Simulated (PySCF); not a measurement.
A structure optimised at B3LYP-D3(BJ)/def2-SVPD, used in a PySCF frequency run:

```xyz
4

In     0.0000     0.0000    -0.2713
F      1.6619    -0.9595     0.4924
F      0.0000     1.9190     0.4924
F     -1.6619    -0.9595     0.4924
```
Charge -1, spin multiplicity 2.

**Question.** Write its SMILES, formula and point group.

**Answer.** [F][In-]([F])[F], F3In, C3v

**Question.** What are its rotational constants (standard atomic weights)?

**Answer.** 3.9743, 3.9743, 2.4078 GHz
